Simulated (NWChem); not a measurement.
CH$_{6}$ClNSi; SMILES C[SiH](N)Cl

```xyz
10

Si    -0.0496    -0.3997     0.3920
C      1.5522    -1.1094    -0.2400
N     -1.3755    -1.2679    -0.2731
Cl    -0.0442     1.6400    -0.1002
H     -0.1819    -0.4475     1.8731
H      1.6334    -2.1743     0.0267
H      1.6142    -1.0175    -1.3357
H      2.4100    -0.5708     0.1896
H     -1.4063    -1.4441    -1.2720
H     -2.3097    -1.0989     0.0849
```
Atoms are numbered in this order, from 1.

Computed with NWChem. Coordinates come from a PBE0/def2-SVP optimisation. LC-ωPBE (HJS hole) with def2-SVP; x = 1 − exp(−ω/0.25 bohr⁻¹) is a scale chosen for this fit.

| row | x | −ε(HOMO) (eV) |
|---|---|---|
| ω = 0.15 | 0.451 | 8.25 |
| ω = 0.20 | 0.551 | 8.84 |
| ω = 0.25 | 0.632 | withheld |
| ω = 0.30 | 0.699 | 9.81 |
| ω = 0.50 | 0.865 | 11.05 |

Task: Fit a straight line of the last column on the one before it, predict the withheld value, and compare with the run.

Result: 
1. Means of the 4 shown rows: x = 0.6415, y = 9.488. Slope Σ(x − x̄)(y − ȳ)/Σ(x − x̄)² = 0.6621/0.09774 = 6.774; intercept 5.142.
2. The shown rows scatter about the line by 0.052 (root mean square); the largest residual is -0.07, at ω = 0.30.
3. At x = 0.632 (ω = 0.25; inside the shown range) the line gives 9.42.
4. The run gives 9.36, -0.06 from the line, 1.2 times the scatter.
